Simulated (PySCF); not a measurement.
C2H4F2Si, SMILES F[SiH2]C(F)=C.

Geometry: B3LYP-D3(BJ)/def2-SVP. The structure was generated by enumeration, and PubChem lists no compound with its InChIKey, so it may never have been made. Other conformers were not sampled.

Level of theory: ωB97X/def2-TZVP (PySCF).

Symmetry labels are those of the subgroup Cs that the program uses (full group Cs).

Computed valence orbital energies around the gap with their symmetry:
```json
[
 {"orbital": "HOMO−7", "symmetry": "A\"", "energy (eV)": "-16.02"},
 {"orbital": "HOMO−6", "symmetry": "A'", "energy (eV)": "-15.45"},
 {"orbital": "HOMO−5", "symmetry": "A\"", "energy (eV)": "-15.33"},
 {"orbital": "HOMO−4", "symmetry": "A'", "energy (eV)": "-14.69"},
 {"orbital": "HOMO−3", "symmetry": "A'", "energy (eV)": "-14.19"},
 {"orbital": "HOMO−2", "symmetry": "A\"", "energy (eV)": "-12.53"},
 {"orbital": "HOMO−1", "symmetry": "A'", "energy (eV)": "-11.96"},
 {"orbital": "HOMO", "symmetry": "A\"", "energy (eV)": "-10.35"},
 {"orbital": "LUMO", "symmetry": "A\"", "energy (eV)": "1.61"},
 {"orbital": "LUMO+1", "symmetry": "A'", "energy (eV)": "1.89"},
 {"orbital": "LUMO+2", "symmetry": "A'", "energy (eV)": "3.17"},
 {"orbital": "LUMO+3", "symmetry": "A'", "energy (eV)": "4.04"}
]
```
